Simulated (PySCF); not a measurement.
C3H10GeO, SMILES COC[CH2][GeH3] at its GFN2-xTB optimised geometry (Å):

```
15

C      2.4359     0.4451     0.8200
O      1.0496     0.2644     0.7195
C      0.6658    -0.8869     0.0000
C     -0.8501    -0.8869     0.0000
Ge    -1.4277     1.0048     0.0000
H      2.8987     0.5298    -0.1711
H      2.9028    -0.3894     1.3576
H      2.5936     1.3681     1.3737
H      1.0885    -1.7882     0.4696
H      1.0547    -0.8263    -1.0276
H     -1.2280    -1.3742     0.8981
H     -1.2367    -1.4341    -0.8581
H     -1.2453     1.6794     1.3121
H     -2.8987     1.0619    -0.3146
H     -0.7355     1.7882    -1.0655
```

Calculation: PBE0/def2-TZVP run with PySCF. Cells within 0.4 Å of a nucleus heavier than hydrogen are left out (blank, or x).

Map of the electrostatic potential (hartree/e), clipped to [-0.08, 0.12] on the plane z = 0.0 Å:

```
|1111111111111111111222222222222|
|1111111111111111111122222222222|
|1111111111111111111122222222222|
|1111111111111111111122222222222|
|1111111111111111111112222222222|
|1111111122221111111112222222222|
|1111111222222111111112222222222|
|1111111234543221111112222222222|
|1111112358998531111112222222222|
|1111123599999963100112222222222|
|1111247999999994100122333332222|
|11113999999x9996100124666533322|
|1111499999xx9998201259999953322|
|11113899999x9998459999999974322|
|1111135899999998899999999964322|
|1111112499999999999999999953322|
|1111112358999999999999986433322|
|111111223699xx99xx9997543332222|
|111111223699xx99xxx996433322222|
|2111222225999999999994333222222|
|2222222223799999999984332222222|
|2222222222356655899974332222222|
|2222222222233333468753322222222|
|2222222222222223344433322222222|
|2222222222222222333333222222222|
|2222222222222222223332222222222|
|2222222222222222222222222222222|
|2222222222222222222222222222222|
|2222222222222222222222222222222|
|2222222222222222222222222222222|
|2222222222222222222222222222222|
```
Scale: ten equal steps from -0.035 (start of '0') to 0.120 (end of '9'), in the order '0123456789'; x runs from -5.00 to 5.00, y from -5.00 (bottom) to 5.00 (top).
